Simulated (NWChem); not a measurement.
C₄H₁₂O₂Si; SMILES C[Si](C)(OC)OC

```xyz
19

C     -1.1619     2.2474     0.0803
O     -0.9919     0.8771     0.3871
Si     0.3736    -0.0249     0.0556
C      1.8227     0.4814     1.1314
C      0.7869     0.0942    -1.7794
O      0.0080    -1.5814     0.4920
C     -1.1149    -2.3062     0.0160
H     -2.1711     2.5447     0.3832
H     -1.0551     2.4448    -0.9961
H     -0.4431     2.8793     0.6220
H      2.1171     1.5236     0.9576
H      2.6972    -0.1484     0.9307
H      1.5681     0.3741     2.1915
H     -0.0456    -0.2486    -2.4052
H      1.6607    -0.5233    -2.0195
H      1.0206     1.1230    -2.0804
H     -1.0990    -3.2980     0.4788
H     -2.0544    -1.8070     0.2829
H     -1.0823    -2.4347    -1.0753
```
Atoms are numbered in this order, from 1.

Level: B3LYP/6-31G* (spherical d) (NWChem), optimised geometry, unscaled harmonic frequencies. B3LYP is NWChem's, with the RPA form of VWN correlation.

Q: List the harmonic frequencies with IR intensities, and the thermochemistry.

A: 
```
frequency (cm⁻¹)  IR intensity (km/mol)
----------------  ---------------------
44                                  3.2
65                                  5.1
91                                  0.3
101                                 0.5
123                                 0.1
134                                 1.9
143                                 0.3
167                                 0.4
200                                 0.7
229                                 3.9
275                                 5.5
327                                26.0
369                                16.2
595                                 1.0
693                                 6.2
742                                24.7
752                                27.5
765                                 0.1
815                               134.9
891                               138.3
902                               167.6
1133                              392.7
1144                              139.5
1192                                0.9
1193                                0.6
1222                               74.6
1224                               43.1
1334                               48.3
1338                               36.2
1490                                0.2
1492                                0.6
1498                                2.6
1501                                2.8
1513                                5.6
1519                               10.2
1531                                1.7
1532                                5.1
1534                                5.4
1536                                2.2
3009                               70.9
3020                               62.7
3043                                2.0
3048                                2.5
3061                               56.9
3085                               47.5
3110                               43.9
3112                               15.6
3117                               21.6
3118                               15.3
3119                               36.6
3130                               10.2
```

```
Item                                                                                 Value
-----------------------------------------------------------------------  -----------------
zero-point energy                                                           100.5 kcal/mol
thermal correction to the enthalpy at 298.15 K (with zero-point energy)     108.5 kcal/mol
heat capacity Cv                                                          37.9 cal/(mol K)
entropy at 298.15 K and 1 atm (symmetry number 1)                        106.7 cal/(mol K)
dipole moment                                                                       1.68 D
```

Rigid rotor and harmonic oscillator; modes under 100 cm⁻¹ make the entropy uncertain.
